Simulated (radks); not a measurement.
Initial-state core-level shifts of neutral tin when its valence configuration changes from [Kr] 4d10 5s2 5p2. Method: Dirac Kohn-Sham, PBE, spin-unpolarised, spherical densities, point nucleus; open shells fill j = l - 1/2 first; computed with a radial shooting solver on a logarithmic mesh with Libxc functionals. Shifts are changes of the shell-averaged eigenvalues in eV (positive: less bound).

| valence | 2s | 2p | 4s | 4p |
|---|---|---|---|---|
| 4d10 5p4 | -3.127 | -3.123 | -3.177 | -3.165 |
| 4d9.5 5s2 5p2.5 | -4.035 | -4.022 | -3.472 | -3.337 |
| 4d10 5s1 5p3 | -1.618 | -1.617 | -1.642 | -1.637 |
| 4d9 5s1 5p4 | -9.632 | -9.602 | -8.436 | -8.150 |
| 4d8.5 5s1 5p4.5 | -13.760 | -13.715 | -11.840 | -11.404 |
| 4d8.5 5s2 5p3.5 | -12.313 | -12.272 | -10.394 | -9.969 |
| 4d8 5s2 5p4 | -16.562 | -16.506 | -13.851 | -13.271 |
| 4d9 5s2 5p3 | -8.138 | -8.112 | -6.936 | -6.659 |
| 4d8 5s1.5 5p4.5 | -17.273 | -17.215 | -14.557 | -13.972 |
